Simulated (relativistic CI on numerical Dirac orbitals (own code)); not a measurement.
Calculated at this level of theory: Dirac-Coulomb-Breit CI, KLI orbitals optimised for each configuration, QED by a radiative potential, unscaled Slater integrals (own radial code, finite nucleus).

The strongest absorption lines from the ground level of an ion, among the configurations computed and to levels below about 262 eV (vacuum wavelength in Å, gf): 60.553 (0.49), 61.745 (0.16), 62.657 (0.36), 64.800 (0.78), 65.006 (0.71), 65.237 (0.26), 65.906 (0.3), 66.324 (0.24).

Question: Which ion is it?
A. Ag²²⁺
B. Ag²⁴⁺
C. In²⁶⁺
D. Ag²⁶⁺

Answer: B. Ag²⁴⁺ has 23 electrons and the ground level 3s²3p⁶3d⁵ ⁶S5/2; the strongest line goes to 3s²3p⁵3d⁶ ⁶P°3/2. The pattern of lines fixes the number of electrons, and along that sequence the line energies rise steadily with the charge (about as its square where n changes within one kind of shell, about linearly where n is kept but much faster in heavy ions where fine structure, which grows about as Z⁴, sets the gap, and irregularly where shells cross), which fixes Z. Configurations outside the model, such as inner-shell arrays, can give stronger lines. At this charge energies of transitions that change n are usually good to better than 1 %, and those within a shell (Δn = 0) to a few per cent. Terms inside the open d or f shell come out 10 to 20 % too wide with unscaled integrals.

LS names give the leading component of a level, which can be under half, so a name can repeat, a term be missing and a line seem to break the LS rules.
